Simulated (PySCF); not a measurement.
Species: C9H10.
Atom-mapped SMILES: `[CH:1]#[C:2]/[C:3]([CH3:4])=[C:5]1/[CH2:6][CH2:7][C:8]1=[CH2:9]`

Structure used (GFN2-xTB), in Å, numbered top down from 1:
```xyz
19
C9H10 angstrom
C      1.9464    2.4476    0.6723
C      1.5490    1.3390    0.4328
C      1.1558    0.0116    0.1517
C      2.2599   -1.0050    0.1137
C     -0.1280   -0.3036   -0.0692
C     -0.8270   -1.6017   -0.3925
C     -2.1591   -0.8210   -0.4238
C     -1.3833    0.4346   -0.0971
C     -1.7295    1.7002    0.0893
H      2.2638    3.4263    0.8769
H      2.7934   -1.0156    1.0638
H      1.8604   -1.9963   -0.0822
H      2.9778   -0.7492   -0.6654
H     -0.7630   -2.3606    0.3874
H     -0.5382   -2.0485   -1.3440
H     -2.8813   -1.1169    0.3360
H     -2.6555   -0.8026   -1.3930
H     -2.7568    2.0182    0.0184
H     -0.9946    2.4527    0.3172
```

NICS = −σ at a ghost point: NICS(0) at the centroid of the ring atoms, NICS(1) 1 Å to either side along the normal of their mean plane, zz for the tensor component along that normal. Level: GIAO PBE0/pcSseg-1 (PySCF, non-relativistic, gas phase) on the GFN2-xTB geometry, one conformer.

Ring bond lengths (Å), with Mayer bond orders in brackets: C5–C6 1.509 (1.11), C6–C7 1.544 (1.08), C7–C8 1.512 (1.05), C8–C5 1.457 (1.03).

Q: Give the NICS values of each ring in ppm.

A: 
```
       ring                                            type  NICS(0)  NICS(1), two faces  NICS(1)zz, two faces  rms pucker (Å)  centre to ring atoms, mean (Å)
C5–C6–C7–C8  4-membered carbocycle; formal bonds all single      3.6         -1.2 / -1.2             1.9 / 1.9            0.00                            1.06
```

Q: What do they say, and how far can they be read as aromaticity?

A: 
- C5–C6–C7–C8: mean NICS(1)zz 1.9 ppm, near zero. C6, C7 have four or more neighbours, so the value isn't read as a sign of a π ring current.

The run took 29 s on one thread, Arm Neoverse V2, no GPU, shared host. This is the whole shielding run at PBE0/pcSseg-1, SCF included.
